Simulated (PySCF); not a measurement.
Species: CH7NSSeSi.
SMILES with atom numbers: `[CH3:1][S:2][Si@@H:3]([NH2:4])[SeH:5]` (hydrogens: H6, H7, H8 on C1; H9 on Si3; H10, H11 on N4; H12 on Se5)

Level of theory: PySCF 2.14.0, PBE0-D3(BJ)/def2-SVP geometry optimisation, gas phase.

Question: What internal coordinates does the optimisation give?

Answer: 
```csv
bond,length (Å)
C1–S2,1.821
S2–Si3,2.133
Si3–N4,1.713
Si3–Se5,2.283
"C1–H6, C1–H7, C1–H8",1.099
Si3–H9,1.498
"N4–H10, N4–H11",1.013
Se5–H12,1.471
```

Bonds in one row agree within 0.01 Å and their mean is given. A selection of angles:
```csv
angle,degrees
S2–C1–H6,111.4
S2–C1–H7,106.8
H6–C1–H7,108.9
C1–S2–Si3,99.0
S2–Si3–N4,105.4
S2–Si3–Se5,114.9
S2–Si3–H9,108.0
N4–Si3–Se5,108.7
N4–Si3–H9,118.9
Se5–Si3–H9,101.5
Si3–N4–H10,122.5
Si3–N4–H11,120.3
H10–N4–H11,113.2
Si3–Se5–H12,92.7
```

Torsions: C1–S2–Si3–N4 170° (antiperiplanar); H12–Se5–Si3–S2 -58° (synclinal).

N4 (silicon-bound nitrogen) is almost planar (angles 122.5°, 120.3° and 113.2°, sum 356.0°, 0.14 Å off the plane of its three neighbours). Si3 (SiH silicon) is distorted tetrahedral (angles from 101.5° to 118.9°).

Point group: C1 (no symmetry element, even within 0.4 Å). No PBE0-D3(BJ)/def2-SVP frequencies stand behind this structure, so it isn't proved a minimum. The numbers are those of one conformer (C1–S2–Si3–N4 170°, S2–Si3–N4–H -48° and 156°, S2–Si3–Se5–H -58°).
